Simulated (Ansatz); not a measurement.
Stepwise reaction of `F[SiH](F)S` with water, as a gas-phase model of exchange steps in deposition or etching. ΔE in kJ/mol; ΔG adds harmonic PBE0-D4 terms to CCSD(T)/CBS, at 1 bar.

Program: Ansatz. Geometries: PBE0-D4/def2-TZVP. ΔE: electronic, gas phase. CCSD(T)/CBS adds triple-zeta CCSD(T) − MP2 to the extrapolated MP2 energy (def2 sets, frozen cores). This one scheme is used for every species. Functionals use def2-TZVPP. B3LYP here is the variant with VWN-RPA as its local correlation; programs differ in this. One conformer a species, not always the lowest.

| step | reaction | PBE-D4 | B3LYP-D4 | ωB97M-V | CCSD(T)/CBS | ΔG(500 K) |
| --- | --- | --- | --- | --- | --- | --- |
| 2 | `O[SiH](F)S` + H₂O → `O[SiH](O)S` + H–F | 43.2 | 45.6 | 45.4 | 44.3 | 43.1 |

(1) Give the row of step 1, `F[SiH](F)S` + H₂O → `O[SiH](F)S` + H–F. (Best estimate.)

(2) By hand: ΔE of the 2 steps together at CCSD(T)/CBS.

Answers

(1) Computed: 
```json
{"step": "1", "reaction": "`F[SiH](F)S` + H₂O → `O[SiH](F)S` + H–F", "PBE-D4": "33.5", "B3LYP-D4": "35.9", "ωB97M-V": "35.8", "CCSD(T)/CBS": "35.3", "ΔG(500 K)": "38.2"}
```

(2) (35.3) + (44.3) = 79.6 kJ/mol, or 39.8 kJ/mol a step.

In ΔE each step is higher than the one before. All are uphill at CCSD(T)/CBS. ΔG lies between 38.2 and 43.1 kJ/mol a step. PBE-D4 differs from CCSD(T)/CBS by -1.8 to -1.1 kJ/mol a step. Isolated molecules leave out the surface, adducts and barriers. Largest T1 diagnostic: 0.012.
